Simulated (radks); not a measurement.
Spherical quantum dot in the effective-mass picture: electrons in a hard-walled sphere of radius 7.38, with a point charge +1 (a donor) at the centre, all in effective atomic units (hartree* = m*/eps^2 hartree, bohr* = eps/m* bohr), one dielectric constant everywhere. Method: non-relativistic Kohn-Sham, PBE, spin-polarised, spherical densities; computed with a radial shooting solver with Libxc functionals. Levels are named by radial order and angular momentum (1s, 1p, 1d, 2s, ...), and open shells are averaged over m. Results are scaled to m* = 0.183 and eps = 5.3, for which hartree* = 177.3 meV and bohr* = 1.533 nm.

N = 5, configuration 1s2 1p(up 3, down 0). This is the lowest configuration that the search found. Occupied levels:

| level | occupation | eigenvalue (meV) | <r> (nm) |
|---|---|---|---|
| 1s up | 1 | 116.42 | 5.064 |
| 1s down | 1 | 116.88 | 3.478 |
| 1p up | 3 | 134.16 | 7.263 |

Energy (meV): total 182.799, kinetic 186.63, external -339.75, Hartree 501.95, exchange-correlation -166.03.
